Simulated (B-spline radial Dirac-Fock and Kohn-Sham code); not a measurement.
**Satellites and hypersatellites of the K lines of Pm³⁺**

System: Pm³⁺, configuration [Xe] 4f4, inside a Watson sphere of charge -3 and radius 2.7 Å (a model of the Madelung potential; inside it an electron's potential energy is raised by 16.0 eV).

Input file task.json (cfg lists n, l and occupation; rrms is the nuclear radius in fm):

```json
{"items": [{
  "Z": 61,
  "q": 3,
  "cfg": [[1, 0, 2], [2, 0, 2], [2, 1, 6], [3, 0, 2], [3, 1, 6], [3, 2, 10], [4, 0, 2], [4, 1, 6], [4, 2, 10], [4, 3, 4], [5, 0, 2], [5, 1, 6]],
  "A": 145,
  "rrms": 4.962,
  "watson": [-3, 2.7],
  "do": ["binding", "quiet", "double"]
}]}
```

Launch: `python xray_run.py task.json out`

Level of theory: Dirac-Fock (average of configuration) total-energy differences with a finite nucleus, the Breit interaction including its frequency dependence, and self-energy and vacuum-polarisation corrections; a radial atomic solver. Each two-hole energy is an average over J within one jj subconfiguration, not an observable level; in light atoms, where LS coupling holds, the j-resolved values are not observed lines, and for a K spectator the Kα1 hypersatellite is nearly forbidden. Electron correlation is not included.

Lines without a spectator: Kα2 (K-L2) 38168.6 eV, Kα1 (K-L3) 38722.1 eV, Kβ3 (K-M2) 43707.2 eV, Kβ1 (K-M3) 43820.5 eV. Shifts in eV with one spectator hole (a dash: not computed, or left out as unreliable):

```csv
spectator hole,Kα2,Kα1,Kβ3,Kβ1
K (1s),+745.4,+782.1,+958.1,+966.4
L2 (2p1/2),+88.0,+114.1,–,+231.1
L3 (2p3/2),+77.3,+80.4,+191.6,–
M2 (3p1/2),–,+15.63,+33.2,+39.6
M3 (3p3/2),+10.13,–,+31.4,+31.1
M4 (3d3/2),+2.80,-0.46,–,–
M5 (3d5/2),-1.45,+1.38,–,–
```
